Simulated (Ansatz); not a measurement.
Compare A (`N[SiH2]C1=CS1`) with its isomer B (`N[SiH]1C=C1S`).

Isolated molecules relaxed with PBE0-D4/def2-TZVP in Ansatz; ΔE leaves out vibrations. CCSD(T)/CBS adds triple-zeta CCSD(T) − MP2 to the extrapolated MP2 energy (def2 sets, frozen cores). DFT in def2-TZVPP. B3LYP here is the variant with VWN-RPA as its local correlation; programs differ in this. One conformer a species, not always the lowest.

A:

```xyz
10

N     0.1482   -0.9820   -1.6669
Si    0.2593    0.4928   -0.8142
C    -0.1245    0.3898    0.9867
C    -0.4453   -0.0650    2.1403
S    -0.1583    1.6838    2.3872
H     0.8606   -1.6880   -1.5845
H    -0.7439   -1.3790   -1.9097
H     1.6480    1.0027   -0.9013
H    -0.7144    1.4566   -1.3791
H    -0.7297   -0.9118    2.7415
```

B:

```xyz
10

N     0.235   -0.614   -1.848
Si   -0.619   -0.005   -0.513
C    -0.668   -0.779    1.091
C     0.091    0.342    1.113
S     1.039    1.099    2.335
H     0.077   -0.277   -2.781
H     1.035   -1.218   -1.772
H    -1.711    0.824   -1.071
H    -0.914   -1.529    1.833
H     1.436    2.158    1.612
```

**Question.** Which isomer does CCSD(T)/CBS put lower? Give the gap. (An estimate is asked.)

**Answer.** Computed: B, by 16.7 kcal/mol.

**Question.** Give E(B) − E(A) in kcal/mol with CCSD/def2-TZVPP, ωB97M-V, PBE0-D4, B2PLYP, HF/def2-TZVPP, B3LYP, CCSD(T)/def2-TZVPP. (Best estimate.)

**Answer.** Computed: CCSD/def2-TZVPP -17.8, ωB97M-V -18.8, PBE0-D4 -20.7, B2PLYP -17.3, HF/def2-TZVPP -18.3, B3LYP -17.6, CCSD(T)/def2-TZVPP -17.1. None reverses the order clearly.

Largest T1 diagnostic: 0.012.

From PBE to PBE0 (25 % exact exchange), in def2-TZVPP and without D4, E(B) − E(A) moves by −1.3 kcal/mol. In def2-TZVPP, CCSD(T) changes the Hartree–Fock value by +1.2 kcal/mol (the triples alone add +0.7 kcal/mol) and MP2 by +1.2 kcal/mol.
